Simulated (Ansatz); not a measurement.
Isolated molecules relaxed with PBE0-D4/def2-TZVP in Ansatz; ΔE leaves out vibrations. CBS: MP2 limit from def2 TZ/QZ plus the TZ coupled-cluster correction, frozen cores. DFT in def2-TZVPP. One conformer a species, not always the lowest.

`CB(F)C=O` + `BCOC` → `O=CBF` + `CBCOC`  (redistribution)

`CB(F)C=O`:

Z-matrix (Å, degrees):
```
C
B 1 1.552
H 1 1.098 2 109.1
H 1 1.090 2 113.8 3 -121.3
H 1 1.096 2 110.8 3 115.1
F 2 1.319 1 121.6 3 115.1
C 2 1.617 1 122.5 3 -64.4
O 7 1.207 2 122.6 1 -176.9
H 7 1.117 2 118.4 1 2.7
```

`BCOC`:

Z-matrix (Å, degrees):
```
C
O 1 1.402
B 1 1.546 2 115.0
H 1 1.110 2 111.1 3 122.7
H 1 1.109 2 111.1 3 -122.8
C 2 1.400 1 112.7 3 -180.0
H 3 1.194 1 122.2 2 0.0
H 3 1.197 1 117.6 2 -180.0
H 6 1.090 2 107.7 1 -180.0
H 6 1.100 2 111.5 1 -60.5
H 6 1.100 2 111.5 1 60.5
```

`O=CBF`:

Cartesian coordinates in Å:
```
O -1.589 -0.809 -0.030
C -0.577 -0.324 -0.478
B 0.539 0.306 0.487
F 1.614 0.816 -0.073
H -0.412 -0.313 -1.581
H 0.425 0.325 1.675
```

`CBCOC`:

Z-matrix (Å, degrees):
```
C
B 1 1.550
H 1 1.091 2 113.9
H 1 1.102 2 105.3 3 -116.3
H 1 1.092 2 114.0 3 128.5
C 2 1.558 1 123.6 3 21.3
H 2 1.203 1 120.9 3 -161.2
O 6 1.405 2 114.4 1 -1.8
H 6 1.108 2 108.4 1 122.5
H 6 1.108 2 107.8 1 -125.6
C 8 1.399 6 112.8 2 -179.6
H 11 1.100 8 111.5 6 60.4
H 11 1.100 8 111.6 6 -60.6
H 11 1.091 8 107.8 6 179.9
```

| level | ΔE (kJ/mol) |
| --- | --- |
| PBE0-D4 | -0.6 |
| PBE | -0.3 |
| PBE0 | 0.0 |
| CCSD/def2-TZVPP | -1.5 |
| CCSD(T)/def2-TZVPP | -2.0 |
| SCS-MP2/def2-QZVPP | -2.5 |
| HF/CBS(def2) | 0.4 |
| MP2/CBS(def2) | -3.1 |

Problem. What does CCSD(T)/CBS give? (An estimate is asked.)

Solution. Computed: -2.4 kJ/mol. The listed levels differ from it by 1.8, 2.1, 2.4, 0.9, 0.4, -0.1, 2.8, -0.7 kJ/mol.

Largest T1 diagnostic among the species: 0.015.
